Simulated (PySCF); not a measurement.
**Working out the ionisation energy of Cr⁺**

Cr⁺ [Ar] 3d5 (6S) → Cr²⁺ [Ar] 3d4 (5D). All numbers are calculated (PySCF 2.14, no relativity, point nucleus, in 6-31G* (5s4p2d1f, 34 functions)). Frozen: [Ar]. Energies in hartree (1 hartree = 27.21139 eV):

```
             part   Cr⁺ (lower)  Cr²⁺ (upper)
              UHF  -1042.988815  -1042.462518
MP2 opposite-spin      0.000000      0.000000
    MP2 same-spin     -0.049076     -0.024605
```

Task: What does Hartree-Fock give?

Result: (-1042.462518) − (-1042.988815) = 0.526297 hartree = 14.321 eV.

Task: What do MP2 and SCS-MP2 (6/5 opposite-spin, 1/3 same-spin) give?

Result: The opposite-spin parts differ by 0.000 eV and the same-spin parts by 0.666 eV. MP2: 14.321 + (0.000) + (0.666) = 14.987 eV. SCS-MP2: 14.321 + 1.2 × (0.000) + (0.666)/3 = 14.543 eV.

Reference: 16.486 eV (measured; NIST Atomic Spectra Database, ionization energies), between the lowest levels; spin-orbit coupling is absent from the calculation.

The calculation is non-relativistic.

What remains against the reference includes basis incompleteness, the frozen core and correlation beyond second order.
